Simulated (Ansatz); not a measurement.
Ideal-gas functions of `[NH2][Sc]([OH])[Cl]` at 500 K and 1 bar, from an Ansatz frequency run at PBE0-D4/def2-TZVP.

Molar mass 113.44 g/mol, point group Cs (symmetry number 1), electronic degeneracy 1, moments of inertia 92.807, 210.544, 303.351 u Å². Harmonic wavenumbers (cm⁻¹, unscaled): 88, 107, 146, 264, 365, 382, 384, 463, 535, 670, 749, 1539, 3544, 3637, 3998.

Use S(trans) = R[1.5 ln M + 2.5 ln T − 1.1517]; rotational temperatures θ = 24.2544 K / I; S(rot) = R[ln(√π/σ · √(T³/θAθBθC)) + 1.5]; for each mode x = 1.438777 ν̃/T, S = R[x/(eˣ − 1) − ln(1 − e⁻ˣ)] and H = RT x/(eˣ − 1); 1 cm⁻¹ = 0.0119627 kJ/mol; R = 8.31446 J/(mol·K).

**Question.** By hand: the entropy, in J/(mol·K).

**Answer.** Translation 178.6. Rotation: θ = 0.2613, 0.1152, 0.08 K, giving 119.8. Vibration, mode by mode: 19.76, 18.14, 15.59, 10.80, 8.28, 7.93, 7.89, 6.52, 5.50, 4.04, 3.37, 0.54, 0.00, 0.00, 0.00, in all 108.4. Electronic 0.0. Sum 406.8 J/(mol·K).

**Question.** By hand: H − E and G − E in kJ/mol, counted from the electronic energy.

**Answer.** Zero-point energy ½ × 16871 × 0.0119627 = 100.9; thermal vibration 26.7; translation, rotation and pV give 4 RT = 16.6. H − E = 144.2 kJ/mol, and G − E = 144.2 − 500 × 406.8/1000 = -59.2 kJ/mol.

Vibration gives 27 % of the entropy, 53.5 J/(mol·K) of it from the modes under 150 cm⁻¹: soft modes count most, and the harmonic formula is weakest for them. The sum counts one conformer and one mirror image; others add a mixing term.
